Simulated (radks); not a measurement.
Problem. The mean radii <r> (bohr) of the occupied orbitals of an atom or ion are listed with their occupations. All-electron calculation, scalar-relativistic Kohn-Sham, r2SCAN, spin-polarised, spherical densities, finite nucleus; meta-GGA in the generalised Kohn-Sham scheme; Fermi nuclear charge, rms radius of each element as measured or else 0.836 A^(1/3) + 0.57 fm. Program: a radial shooting solver on a logarithmic mesh with Libxc functionals.

orbital  occ.      <r>
1s up       1  0.02191
1s down     1  0.02191
2s down     1  0.09326
2s up       1  0.09326
2p up       3  0.08238
2p down     3  0.08237
3s up       1   0.2441
3s down     1   0.2439
3p up       3   0.2429
3p down     3   0.2425
3d up       5   0.2214
3d down     5   0.2210
4s up       1   0.5533
4s down     1   0.5533
4p up       3   0.5855
4p down     3   0.5855
4d up       5   0.6364
4d down     5   0.6377
5s up       1    1.316
5s down     1    1.350
5p up       3    1.509
5p down     3    1.553
4f up       7   0.8354

Name the element and its charge. Open shells, if any, are filled with parallel spins first.

Solution. Z = 64, gadolinium, charge +3: Gd3+ in [Xe] 4f7. The 1s radius gives Z: for a bare nucleus <r> = (2 gamma + 1)/(2Z) with gamma = sqrt(1 - (Z/c)^2), 0.02163 bohr for Z = 64, and screening makes it slightly larger (0.02191 here). The occupations add up to 61, and the charge is Z minus that.
